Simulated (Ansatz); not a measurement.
# What each rung costs, and what it gives

Saddle point of AlAsH6SO2, singlet (AlH₃SO₂ ([OH][Al]([OH])[SH]) + AsH₃ → AlAsH₄O₂ ([OH][Al]([OH])[AsH2]) + H₂S (still joined by a long Al–S bond); bonds formed: S2–H5; bonds broken: H5–As6; bonds weakened to dative contacts: Al1–S2), PBE0-D4/def2-TZVP structure:

| atom | x (Å) | y (Å) | z (Å) |
| --- | --- | --- | --- |
| Al1 | -0.5348 | -0.0655 | -0.5518 |
| S2 | 1.6424 | 0.5631 | -1.2774 |
| O3 | -1.0038 | -1.5740 | -1.1833 |
| O4 | -1.4251 | 1.3878 | -0.6022 |
| H5 | 1.7973 | 0.0792 | 0.3378 |
| As6 | 0.6577 | -0.4876 | 1.6083 |
| H7 | 1.4472 | 1.8444 | -0.9184 |
| H8 | -1.2535 | -1.7181 | -2.0940 |
| H9 | -2.3472 | 1.4454 | -0.3600 |
| H10 | 0.3363 | 0.3749 | 2.7968 |
| H11 | 0.6832 | -1.8496 | 2.2444 |

Barriers are electronic and count from the start structure reached by relaxing down the imaginary mode.

Ansatz 0.2.0; basis: as named in each row; cores frozen in the correlated methods. Filled d shells of the heavier atoms are correlated. The def2 sets are not built for correlating such inner shells, so the correlated values are less sure here. B3LYP uses VWN-RPA correlation. Extrapolation: Hartree–Fock as exp(−7.88 √X), correlation as X^−2.97.

Times are rough, for one single point on 8 threads of a shared host (Arm Neoverse V2).

The estimate by CCSD(T) at an estimated basis limit (MP2 extrapolated from triple and quadruple zeta, plus CCSD(T) − MP2 in triple zeta) is 1.346 eV.

```json
{"method": "HF", "basis": "STO-3G", "time (s)": "under 1", "barrier (eV)": "1.877", "method less estimate": "0.531"}
{"method": "PBE-D4", "basis": "STO-3G", "time (s)": "under 1", "barrier (eV)": "0.576", "method less estimate": "-0.769"}
{"method": "SPW92", "basis": "def2-SVP", "time (s)": "under 1", "barrier (eV)": "0.733", "method less estimate": "-0.612"}
{"method": "PBE-D4", "basis": "def2-SVP", "time (s)": "under 1", "barrier (eV)": "0.936", "method less estimate": "-0.409"}
{"method": "B3LYP-D4", "basis": "6-31G", "time (s)": "under 1", "barrier (eV)": "1.183", "method less estimate": "-0.162"}
{"method": "PBE0-D4", "basis": "def2-SVP", "time (s)": "1", "barrier (eV)": "1.109", "method less estimate": "-0.237"}
{"method": "SPW92", "basis": "def2-TZVPP", "time (s)": "1", "barrier (eV)": "0.815", "method less estimate": "-0.531"}
{"method": "PBE-D4", "basis": "def2-TZVPP", "time (s)": "2", "barrier (eV)": "1.002", "method less estimate": "-0.344"}
{"method": "BLYP-D4", "basis": "def2-TZVPP", "time (s)": "2", "barrier (eV)": "1.139", "method less estimate": "-0.207"}
{"method": "B3LYP-D4", "basis": "def2-TZVPP", "time (s)": "2", "barrier (eV)": "1.260", "method less estimate": "-0.085"}
{"method": "BHLYP-D4", "basis": "def2-TZVPP", "time (s)": "2", "barrier (eV)": "1.463", "method less estimate": "0.117"}
{"method": "PBE0-D4", "basis": "def2-TZVPP", "time (s)": "3", "barrier (eV)": "1.162", "method less estimate": "-0.184"}
{"method": "CAM-B3LYP-D4", "basis": "def2-TZVPP", "time (s)": "3", "barrier (eV)": "1.364", "method less estimate": "0.018"}
{"method": "r2SCAN-D4", "basis": "def2-TZVPP", "time (s)": "3", "barrier (eV)": "1.132", "method less estimate": "-0.214"}
{"method": "wB97M-V", "basis": "def2-SVP", "time (s)": "4", "barrier (eV)": "1.281", "method less estimate": "-0.065"}
{"method": "RPA on PBE", "basis": "def2-TZVPP", "time (s)": "4", "barrier (eV)": "1.369", "method less estimate": "0.024"}
{"method": "r2SCAN0-D4", "basis": "def2-TZVPP", "time (s)": "4", "barrier (eV)": "1.243", "method less estimate": "-0.103"}
{"method": "B2PLYP", "basis": "def2-TZVPP", "time (s)": "4", "barrier (eV)": "1.326", "method less estimate": "-0.019"}
{"method": "PBE-QIDH", "basis": "def2-TZVPP", "time (s)": "5", "barrier (eV)": "1.302", "method less estimate": "-0.043"}
{"method": "wB97X-V", "basis": "def2-TZVPP", "time (s)": "6", "barrier (eV)": "1.403", "method less estimate": "0.058"}
{"method": "CCSD(T)", "basis": "def2-SVP", "time (s)": "6", "barrier (eV)": "1.404", "method less estimate": "0.058"}
{"method": "B97M-V", "basis": "def2-TZVPP", "time (s)": "6", "barrier (eV)": "1.305", "method less estimate": "-0.041"}
{"method": "wB97M-V", "basis": "def2-TZVPP", "time (s)": "7", "barrier (eV)": "1.381", "method less estimate": "0.036"}
{"method": "MP2", "basis": "def2-QZVPP", "time (s)": "18", "barrier (eV)": "1.300", "method less estimate": "-0.046"}
{"method": "CCSD(T)", "basis": "def2-TZVPP", "time (s)": "200", "barrier (eV)": "1.388", "method less estimate": "0.042"}
```

All methods are single points on the PBE0-D4 structures.

The T1 diagnostic stays at or below 0.012.

Labels in which every atom is bracketed show which atoms are joined, not bond orders.
